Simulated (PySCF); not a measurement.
Stepwise substitution at one centre (Si Br-OCH3). Gas-phase values, no solvent. One relaxed conformer stands for each flexible species; it need not be the lowest. Strings in code marks are SMILES.

All values below come from PySCF 2.14.0 with B3LYP-D3(BJ)/def2-TZVP // B3LYP-D3(BJ)/def2-SVP. All candidates: neutral, multiplicity 1. B3LYP has the VWN-RPA correlation part, as in Gaussian. Excitations are Tamm–Dancoff values on a coarser integration grid. The basis has no diffuse functions, so Rydberg states are missing or too high.

```json
{
 "HOMO–LUMO gap": "7.55 eV",
 "T1 excitation (TDA)": "6.04 eV",
 "S1 excitation (TDA)": "6.49 eV"
}
```

Identify which member has these values.
(A) `CO[Si](Br)(Br)OC` (C–O–Si–Br torsion -59°, Br–Si–O–C torsion -57°)
(B) `CO[Si](Br)(Br)Br` (C–O–Si–Br torsion 60°)
(C) `CO[Si](OC)(OC)OC`
(D) `CO[Si](Br)(OC)OC`

A, `CO[Si](Br)(Br)OC` (C–O–Si–Br torsion -59°, Br–Si–O–C torsion -57°). The others give `CO[Si](Br)(OC)OC`: 8.49 eV, 6.99 eV, 7.42 eV; `CO[Si](OC)(OC)OC`: 8.57 eV, 7.34 eV, 7.58 eV; `CO[Si](Br)(Br)Br` (C–O–Si–Br torsion 60°): 6.77 eV, 5.37 eV, 5.74 eV
